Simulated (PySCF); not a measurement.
# From computed data to an observable: chemical shift, span and skew from a shielding tensor

Si(SH)(SiH3) (H4SSi2), SMILES S[Si][SiH3] (connectivity only; charge and spin as stated), neutral, multiplicity 1. Atoms are numbered in the order given.

```xyz
7

Si    -1.0978    -0.2237     0.0000
S      0.5710    -1.5487     0.0000
H     -0.1049    -2.7162     0.0000
Si     0.3256     1.7208     0.0000
H      1.7871     1.4541     0.0000
H     -0.0036     2.5415    -1.1965
H     -0.0036     2.5415     1.1965
```

Geometry optimised at B3LYP-D3(BJ)/def2-TZVP. The values are those of a single conformer.

GIAO shieldings from KT2/pcSseg-2 in PySCF, non-relativistic, no solvent. The symmetric part of the tensor of Si4 has the principal values 404.9, 422.7, 478.9 ppm. The same nucleus in TMS has σ = 351.7 ppm at this level (PySCF, at its B3LYP-D3(BJ)/def2-TZVP geometry).

Work out the isotropic shielding, the ²⁹Si shift against TMS, the span and the skew.


σ(iso) = (σ11 + σ22 + σ33)/3 = 435.5 ppm. δ = σ(ref) − σ(iso) = 351.7 − (435.5) = -83.8 ppm.
Span Ω = σ33 − σ11 = 74.0 ppm. Skew κ = 3(σ(iso) − σ22)/Ω = 0.52. Tumbling in solution averages the tensor to δ; in a static solid the shielding alone would spread this spin-1/2 line over Ω.
